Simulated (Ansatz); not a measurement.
The first iterations of a band of BrH + ClH3OSn (8 atoms, charge 0, multiplicity 1).

The calculation used RKS PBE0/def2-SVP (Ansatz).

- movable images: 5
- climbing image: yes
- spring: 5.0 eV/Å²
- optimiser: quadratic models (default)
- start path: through a guess of the saddle point
- force threshold: 0.03 eV/Å
- iteration limit: 60
- end points: relaxed

Initial state:

```xyz
8
Properties=species:S:1:pos:R:3
Sn -0.169 -0.208 -0.179
O -0.212 0.350 1.744
H -1.095 0.531 2.091
H 1.293 0.413 -0.775
Cl -1.977 0.916 -1.165
H -0.490 -1.879 -0.254
Br 2.069 2.409 2.384
H 0.961 1.463 2.203
```

Final state:

```xyz
8
Properties=species:S:1:pos:R:3
Sn -0.223 0.530 -0.177
O 0.748 -0.216 2.201
H 0.057 -0.437 2.838
H 1.303 -0.096 -0.571
Cl -1.098 1.223 -2.268
H -1.502 -0.376 0.483
Br 0.028 2.717 1.048
H 1.068 0.650 2.494
```

| iteration | highest image above the first end (eV) | largest band force component (eV/Å) |
| --- | --- | --- |
| 1 | 1.815 | 2.628 |
| 2 | 0.756 | 2.017 |
| 3 | 0.267 | 1.605 |
| 4 | 0.114 | 4.713 |
| 5 | 0.099 | 1.329 |
| 6 | 0.072 | 0.281 |
| 7 | 0.105 | 1.401 |
| 8 | 0.150 | 0.912 |
| 9 | 0.168 | 0.511 |
| 10 | 0.164 | 0.278 |

Problem. Does the band converge within its limit, and where does its top end?

Solution. It converged. It ended after 31 iterations with the highest image 0.157 eV above the first end. A vibrational analysis at the climbing image gives one clearly imaginary mode, 299i cm⁻¹: a first-order saddle point. The orbitals stay closed-shell, which can raise the energy where a bond breaks towards radicals; this wasn't checked here.

Time of the run: 5.4 min on 4 threads of Arm Neoverse V1, on a shared host, peak memory 0.33 GiB.
